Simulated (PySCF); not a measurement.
C3H3N2, SMILES N1[N]C=CC=1, multiplicity 2.

Geometry: PBE-D3(BJ)/def2-SVP. A frequency run showed that this geometry is not a minimum. The isomer is the one that the SMILES or the coordinates give; other isomers of the formula were not compared.

All values below come from PBE-D3(BJ)/def2-SVP (PySCF 2.14.0).

Frequencies are harmonic and unscaled.

Computed vibrational spectrum:
| mode | ν (cm⁻¹) | IR (km/mol) | moving atoms (share of kinetic energy) |
|---|---|---|---|
| 1 | 157i | 0.0 | N 73 %, C 27 % |
| 2 | 458 | 21.9 | C 76 %, H 16 %, N 9 % |
| 3 | 674 | 124.6 | N 77 %, C 21 % |
| 4 | 741 | 75.9 | H 86 %, C 13 % |
| 5 | 772 | 0.0 | H 81 %, C 14 % |
| 6 | 842 | 1.0 | H 82 %, C 17 % |
| 7 | 886 | 3.9 | C 76 %, N 17 % |
| 8 | 994 | 14.2 | H 87 %, C 12 % |
| 9 | 1038 | 27.2 | H 77 %, C 20 % |
| 10 | 1153 | 0.2 | H 59 %, N 25 %, C 16 % |
| 11 | 1202 | 19.2 | C 58 %, N 35 % |
| 12 | 1272 | 2.0 | C 56 %, H 26 %, N 18 % |
| 13 | 1375 | 0.1 | C 74 %, H 21 % |
| 14 | 1403 | 13.2 | C 83 %, H 15 % |
| 15 | 1616 | 11.8 | N 97 % |
| 16 | 3186 | 0.5 | H 92 %, C 8 % |
| 17 | 3214 | 0.4 | H 91 %, C 9 % |
| 18 | 3220 | 0.2 | H 90 %, C 10 % |
